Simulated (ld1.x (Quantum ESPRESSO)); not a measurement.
# Which change was made? (Os, PAW)

- Element: Os (Z = 76)
- Generator: ld1.x (Quantum ESPRESSO) 7.5
- Type: PAW
- Functional: revPBE
- Relativity: scalar-relativistic
- Frozen core: [Kr] 4d10 4f14
- Valence charge: 16
- Reference configuration: 5s2 5p6 5d6 6s1.5 6p0 (charge +0.5)
- Partial waves: 5s (bound): rcut 1.35, rcutus 1.50 bohr; 6s (bound): rcut 1.35, rcutus 1.50 bohr; 5p (bound): rcut 1.60, rcutus 1.85 bohr; 6p (bound, empty): rcut 1.60, rcutus 1.85 bohr; 5d (bound): rcut 1.40, rcutus 1.90 bohr; 5d channel at -0.25 Ry: rcut 1.40, rcutus 1.90 bohr
- Local potential: all-electron potential smoothed inside 1.45 bohr (lloc = -2)
- Core correction: a·sin(br)/r model core, default radius (ld1.x builds one for every PAW set, though the input has nlcc=.false.)
- Augmentation charge: BESSEL, radius 1.50 bohr

Cutoffs, loose and tight: the cutoffs (Ry, on a coarse ladder) from which the occupation-weighted sum of valence levels, in a spherical-Bessel basis at the reference potential, stays within 10 and 1 mRy of its value at 400 Ry. They do not see the model core or the augmentation charge, which bear on the density cutoff. Test errors are all-electron minus pseudo excitation energies from the reference, over the configurations 5s2 5p6 5d6 6s2 6p0; 5s2 5p6 5d6 6s1 6p0; 5s2 5p6 5d6 6s0 6p0; 5s2 5p6 5d7 6s0 6p0; 5s2 5p6 5d6 6s0 6p1; 5s2 5p6 5d6 6s0 6p2; 5s2 5p5 5d6 6s2 6p0; variants that change the core or the reference have their own tests. The largest error is taken over the tests solved by every variant that gives reliable tests at all, those not shown here included: 5s2 5p6 5d6 6s0 6p0; 5s2 5p6 5d6 6s0 6p1; 5s2 5p6 5d6 6s0 6p2; 5s2 5p6 5d6 6s1 6p0; 5s2 5p6 5d6 6s2 6p0; 5s2 5p6 5d7 6s0 6p0.

The base gives: outcome: generated, overlap not positive; bound ghosts: not determined (overlap not positive); largest test error (meV): +18.

Problem. After one change the result is: outcome: generated, overlap not positive; bound ghosts: not determined (overlap not positive); largest test error (meV): -6.1. Which change was it?
A. waves 5s (bound): rcut 1.35, rcutus 2.20 bohr; 6s (bound): rcut 1.35, rcutus 2.20 bohr
B. waves 5s (bound): rcut 1.35, rcutus 1.68 bohr; 6s (bound): rcut 1.35, rcutus 1.68 bohr
C. waves 5s (bound): rcut 0.96, rcutus 1.02 bohr; 6s (bound): rcut 0.96, rcutus 1.02 bohr

Solution. C. The others give: waves 5s (bound): rcut 1.35, rcutus 2.20 bohr; 6s (bound): rcut 1.35, rcutus 2.20 bohr → outcome: generated, overlap not positive; bound ghosts: not determined (overlap not positive); largest test error (meV): +17265 | waves 5s (bound): rcut 1.35, rcutus 1.68 bohr; 6s (bound): rcut 1.35, rcutus 1.68 bohr → outcome: generated, overlap not positive; bound ghosts: not determined (overlap not positive); largest test error (meV): +59. A file whose overlap is not positive is unfit for use, and its test errors describe a broken file.
